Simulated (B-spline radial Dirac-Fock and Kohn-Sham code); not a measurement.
# How the binding energies of Lu²²⁺ add up

System: lutetium as Lu²²⁺, [Kr] 4d10 4f3; nuclear rms radius 5.37 fm (A = 175).

The computed values come from a radial atomic solver: multi-electron Dirac-Fock with separately optimised hole states, Breit and Lamb-shift corrections added in first order. Correlation and solid-state effects are left out. Energies are counted from the vacuum level.

All terms are in eV, carry their sign (relaxation lowers the binding energy) and add up to the binding energy; ⟨r⟩ is the mean radius of the orbital in the initial state.

```
subshell  −ε (Koopmans)  relaxation    Gaunt  retardation      QED  binding energy  ⟨r⟩ (bohr)
       K        64355.6      -69.03  -219.72        19.78  -104.33         63982.3       0.019
      L1        11625.7      -34.08   -23.79         1.68   -14.91         11554.6       0.081
      L2        11100.6      -38.49   -41.02         4.48     0.19         11025.7       0.068
      L3         9981.3      -35.69   -28.55         5.93    -1.34          9921.7       0.075
      M1         3200.2      -12.67    -4.31         0.27    -3.42          3180.0       0.211
      M2         2968.8      -13.55    -7.58         0.74    -0.03          2948.4       0.201
      M3         2725.3      -12.39    -5.05         1.10    -0.33          2708.6       0.215
      M4         2338.5      -14.66    -3.20         0.27     0.27          2321.2       0.189
      M5         2286.1      -14.21    -2.16         0.29     0.13          2270.1       0.193
      N1         1146.9       -2.49    -1.08         0.08    -0.90          1142.5       0.460
      N2         1049.1       -2.50    -1.84         0.19     0.00               ?       0.463
      N3          986.4       -2.18    -1.20         0.29    -0.08           983.2       0.488
      N4          822.6       -2.22    -0.64         0.07     0.06           819.9       0.492
      N5          810.2       -2.10    -0.39         0.08     0.03           807.9       0.500
    N6,7          620.6       -2.18     0.08        -0.01     0.04           618.6       0.496
```

Question: Which binding energy belongs in the row of N2?

Answer: 1044.9 eV, the sum of the terms in that row (to rounding).

For the deepest level, K (1s), the Breit terms make up -0.312 % of the binding energy, QED -0.163 % and orbital relaxation -0.108 %.

Spin-orbit splittings: 2p 1104.0 eV, 3p 239.7 eV, 3d 51.02 eV, 4p 61.68 eV, 4d 12.05 eV.

Going to the tabulated ground configuration of the next ion removes an electron from N6,7 (4f), computed at 618.6 eV. NIST lists 630 ± 30 eV as the ionisation energy of this species (theoretical), +11.45 eV from the computed value, within the stated uncertainty.
